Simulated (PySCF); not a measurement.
Gas-phase reaction: 2 GeH2F2 + GeH2 = GeF4 + 2 GeH3. Level: ωB97M-V/def2-TZVP†; standard pressure 1 bar.

Computed with PySCF and rigid-rotor harmonic-oscillator thermochemistry at 1 bar. † marks an energy on the PBE0/def2-TZVP geometry and frequencies. Open shells (unrestricted): GeH3 (multiplicity 2); the rest are closed-shell singlets. Ge: all electrons, no relativistic terms. GeH2F2, GeH2, GeH3: computed as isolated molecules; such fragments, hydroxides, amides, oligomers or adducts are transient or little studied in the gas. The harmonic model lacks anharmonicity and excited electronic states, which grow with temperature; levels with a mode under 35 cm⁻¹ are left out.

| T (K) | 1000/T (1/K) | log10 K |
|---|---|---|
| 500 | 2.0000 | -12.84 |
| 600 | 1.6667 | -10.78 |
| 800 | 1.2500 | -8.20 |
| 1000 | 1.0000 | ? |
| 1200 | 0.8333 | -5.61 |
| 1400 | 0.7143 | -4.87 |

Q: Fit log10 K = a + b·(1000/T) to the five rows, get the mean ΔH° and ΔS°, and predict log10 K at 1000 K.

A: Means: 1000/T = 1.2929, log10 K = -8.460. Sums of products about the means: Sxy = -7.36250, Sxx = 1.187567, so b = Sxy/Sxx = -6.20 and a = -8.460 − (-6.20)×1.2929 = -0.44.
ΔH° = −R ln 10 × 1000 K × b = −19.145 × (-6.20) = 119 kJ; ΔS° = R ln 10 × a = -8 J/K. The run's own values go from 118 kJ and -9 J/K at 500 K to 119 kJ and -8 J/K at 1400 K.
Prediction at 1000 K: -0.44 + (-6.20)×1.0000 = -6.64. The computed value is -6.65, 0.01 from the line.
For scale, ΔH°(298 K) is 117 kJ at this level, 119 kJ at ωB97X-V/def2-TZVP†, and runs from 53 to 353 kJ over the 20 levels computed.
